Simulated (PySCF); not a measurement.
Assignment exercise: C5H13BO2

Atom-mapped SMILES (the numbers label the heavy atoms): `[CH3:1][O:2][B:3]([O:4][CH3:5])[CH:6]([CH3:7])[CH3:8]`. Hydrogens are named by the atom that carries them.

Level of theory: shieldings: GIAO CAM-B3LYP/pcSseg-1, structure optimised with PBE0-D3(BJ)/def2-SVP, in PySCF (a single conformation, relativity neglected, equivalent nuclei averaged, gas phase).

δ = σ(ref) − σ, references computed at the same level: $^{13}$C, $^{1}$H against TMS.

Task: Assign these signals to the numbered atoms. $^{13}$C{$^{1}$H} NMR (computed): δ 52.2, 19.2, 12.3.

Result: 
| δ (ppm) | atoms | environment | reason |
| --- | --- | --- | --- |
| 52.2 | C1/C5 | methyl carbon bonded to O | deshielded by the electronegative neighbour |
| 19.2 | C7/C8 | methyl carbon | a saturated carbon with 1 carbon neighbour and no heteroatom attached |
| 12.3 | C6 | sp3 CH bonded to B | – |

Task: Assign these signals to the numbered atoms. $^{1}$H NMR (500 MHz, computed): δ 3.64 (s, 6H), 0.90 (m, 6H), 0.87 (m, 1H).

Result: 
```tsv
δ (ppm)	atoms	environment	reason
3.64	H(C1)/H(C5)	hydrogen on a methyl carbon bonded to O	its carbon carries O, which withdraws density
0.90	H(C7)/H(C8)	hydrogen on a methyl carbon	–
0.87	H(C6)	hydrogen on an sp3 CH bonded to B	–
```

H(C7)/H(C8) and H(C6) lie closer than the usual error of such a calculation, so a measured spectrum could show them in the other order.

A carbon bonded to boron is broadened by the quadrupolar boron nucleus and is often missing from a measured spectrum. Shifts are as computed, not scaled to solution data. Of 1211 compounds with measured shifts, 218 miss one by over three times the rms of a fit or turn the order of signals round; such compounds aren't used in these exercises. Multiplicities follow the n + 1 count of equivalent neighbours, as no J values were calculated; m marks all less simple cases, F and P coupling included.
